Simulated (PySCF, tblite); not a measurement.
Compound: C5H11O2PSi2.
Atom-mapped SMILES: `[CH:1]#[C:2][C@@H:3]([CH3:4])[Si@@H:5]([O:6][CH:7]=[O:8])[SiH2:9][PH2:10]` (hydrogens: H11 on C1; H12 on C3; H13, H14, H15 on C4; H16 on Si5; H17 on C7; H18, H19 on Si9; H20, H21 on P10)

Structure used (GFN2-xTB), in Å, numbered top down from 1:
```
atom  x, y, z in Å
C1    -3.0298   -1.6335   -1.3512
C2    -2.4697   -0.8105   -0.6867
C3    -1.7771    0.1572    0.1310
C4    -1.3346   -0.4837    1.4521
Si5   -0.2846    0.8714   -0.8479
O6     0.1525    2.1769    0.1559
C7     1.3698    2.4119    0.5274
O8     2.3423    1.7902    0.1934
Si9    1.5512   -0.5238   -1.0887
P10    2.3976   -1.0146    0.9351
H11   -3.5348   -2.3470   -1.9303
H12   -2.4821    0.9673    0.3544
H13   -0.6555   -1.3161    1.2683
H14   -2.1961   -0.8604    2.0017
H15   -0.8219    0.2477    2.0745
H16   -0.7888    1.6292   -1.9976
H17    1.4318    3.2786    1.2094
H18    1.0944   -1.7916   -1.6931
H19    2.5542    0.0187   -2.0102
H20    3.6401   -0.4650    0.7101
H21    2.8321   -2.2860    0.5918
```

Level of theory: PBE0/pcSseg-1 in PySCF (dipole) on a GFN2-xTB geometry, gas phase.

Take the most abundant isotopes and a rigid rotor. The values belong to one conformer with, in the numbering `[CH:1]#[C:2][C@@H:3]([CH3:4])[Si@@H:5]([O:6][CH:7]=[O:8])[SiH2:9][PH2:10]`, C2–C3–Si5–O6 169°, C3–Si5–O6–C7 132°, Si5–O6–C7–O8 3°, C3–Si5–Si9–P10 -62°, Si5–Si9–P10–H -119° and 148°.

(1) What are A, B and C (MHz)?

(2) What kind of rotor is it?

(3) What does the inertial defect say?

(4) List the rotational levels J(Ka,Kc) to J = 2 (K).

(5) Which types of transition are allowed, and where do some lines up to J = 4 fall?

(6) Estimate the classical rotational partition function at 25 K, 100 K and 200 K.

## Answers

(1) Ia = 448.63, Ib = 821.14, Ic = 980.37 u·Å²; 505379 MHz·u·Å²/I gives A = 1126, B = 615.5, C = 515.5 MHz.

(2) An asymmetric top; Ray's κ = -0.673.

(3) Not planar: Δ = Ic − Ia − Ib = -289.41 u·Å². For a rigid frame Δ = −2 Σ m c², so Σ m c² = 144.70 u·Å² lies off the ab plane: 28.42 from hydrogen and 116.28 from heavier atoms. The atom farthest from that plane is 2.57 Å away.

(4) Above 0(0,0), as E/k:
J = 1: 1(0,1) 0.054, 1(1,1) 0.079, 1(1,0) 0.084
J = 2: 2(0,2) 0.162, 2(1,2) 0.183, 2(1,1) 0.197, 2(2,1) 0.271, 2(2,0) 0.271
Those of J = 1 are B + C, A + C and A + B.

(5) The dipole components are |μa| = 0.72 D, |μb| = 0.88 D, |μc| = 0.12 D. Intensities carry the squares of the components, which stand as 0.67 : 1.00 : 0.02 (a : b : c). Some lines, for components of 0.1 D or more:

| type | branch | J(Ka,Kc) | MHz | lower level (cm⁻¹) |
| --- | --- | --- | --- | --- |
| c | Q | 3(1,3) ← 3(0,3) | 318 | 0.224 |
| b | Q | 3(1,2) ← 3(0,3) | 917 | 0.224 |
| a | R | 1(0,1) ← 0(0,0) | 1131 | 0.000 |
| b | Q | 4(2,2) ← 4(1,3) | 1397 | 0.411 |
| b | Q | 3(2,1) ← 3(1,2) | 1457 | 0.255 |
| b | Q | 2(2,0) ← 2(1,1) | 1546 | 0.137 |
| b | R | 1(1,1) ← 0(0,0) | 1642 | 0.000 |
| b | Q | 3(2,2) ← 3(1,3) | 1991 | 0.235 |
| a | R | 2(1,2) ← 1(1,1) | 2162 | 0.055 |
| a | R | 2(0,2) ← 1(0,1) | 2249 | 0.038 |
| b | R | 2(1,2) ← 1(0,1) | 2673 | 0.038 |
| b | R | 3(0,3) ← 2(1,2) | 2917 | 0.127 |
| c | R | 2(1,1) ← 1(0,1) | 2973 | 0.038 |
| b | R | 4(1,3) ← 3(2,2) | 3302 | 0.301 |
| a | R | 3(2,1) ← 2(2,0) | 3445 | 0.188 |
| b | R | 3(1,3) ← 2(0,2) | 3659 | 0.113 |
| c | R | 2(2,1) ← 1(1,1) | 3995 | 0.055 |
| b | R | 2(2,0) ← 1(1,1) | 4008 | 0.055 |
| a | R | 4(1,4) ← 3(1,3) | 4300 | 0.235 |
| a | R | 4(0,4) ← 3(0,3) | 4403 | 0.224 |
| b | R | 4(1,4) ← 3(0,3) | 4619 | 0.224 |
| b | R | 3(2,2) ← 2(1,1) | 4926 | 0.137 |
| b | R | 3(3,1) ← 2(2,0) | 6192 | 0.188 |
| c | R | 4(3,2) ← 3(2,2) | 7360 | 0.301 |
| b | R | 4(3,1) ← 3(2,2) | 7368 | 0.301 |

(6) Point group C1, symmetry number σ = 1; q = (√π/σ)·√((kT/h)³/(ABC)), k/h = 20836.6 MHz/K: 35200 at 25 K, 282000 at 100 K, 798000 at 200 K.

Its GFN2-xTB frequencies are all real (lowest 20 cm⁻¹). Constants of a rigid frame at the computed geometry: no zero-point averaging, no centrifugal distortion. A rigid rotor knows nothing of internal rotation, which can split or shift real lines.
